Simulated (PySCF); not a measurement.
## Field gradients at the hydrogen positions

C6H7F.
Structure used (GFN2-xTB), in Å, numbered top down from 1:
```
atom  x, y, z in Å
F1    -0.2088    2.7076    0.0928
C2     0.0692    1.3938    0.1366
C3     1.2605    0.8430   -0.0509
C4     1.1922   -0.6466    0.1326
C5    -0.2840   -0.9194    0.3814
C6    -1.2242   -0.5656   -0.7268
C7    -1.0009    0.4093    0.4010
H8     2.1714    1.3586   -0.2922
H9     1.8036   -0.9588    0.9831
H10    1.5613   -1.1748   -0.7496
H11   -0.5460   -1.7177    1.0590
H12   -2.1766   -1.0721   -0.7643
H13   -0.8116   -0.3252   -1.6951
H14   -1.8069    0.6673    1.0702
```

Level: PBE0/pcSseg-1 (PySCF, non-relativistic); Q(2H) = 0.00286 b; rigid geometry, the same for H and D, with no vibrational averaging.

Question: Rank these positions by the coupling χzz of a deuteron there, largest first.
A. H12 (methylene hydrogen)
B. H10 (methylene hydrogen)
C. H8 (vinylic hydrogen)

Answer: C (232 kHz), A (223 kHz), B (204 kHz).

Q: Give the electric field gradient Vzz (the principal value of largest size), its asymmetry and the 2H coupling at each hydrogen.

A: 
```csv
atom,bonded to,bond length (Å),Vzz (au),η,χzz (kHz)
H8,C3,1.074,0.3447,0.07,232
H9,C4,1.093,0.3031,0.03,204
H10,C4,1.092,0.3043,0.01,204
H11,C5,1.079,0.3311,0.08,222
H12,C6,1.079,0.3319,0.07,223
H13,C6,1.080,0.3288,0.07,221
H14,C7,1.079,0.3321,0.08,223
```

Q: How does χzz go with the bond length over the 7 C–H bonds?

A: A straight-line fit has a slope of -14.2 kHz for each 0.01 Å, with a correlation coefficient of -1.00, over lengths from 1.074 to 1.093 Å. The longer bonds have the smaller couplings here.

Q: Give the 2H NMR doublet splittings at H12 for a magnetic field along the z, y and x axes of the gradient: 3χ/2, 3χ(1 + η)/4, 3χ(1 − η)/4.

A: With |χ| = 223.1 kHz and η = 0.073: 335, 180 and 155 kHz, to first order and without motion.

Geometry: GFN2-xTB; no solvent, vibrations or thermal averaging. GFN2-xTB bond lengths can be off by several hundredths of an ångström, more for odd bonds, and the gradients follow them. A larger basis could move these couplings by a tenth or more.
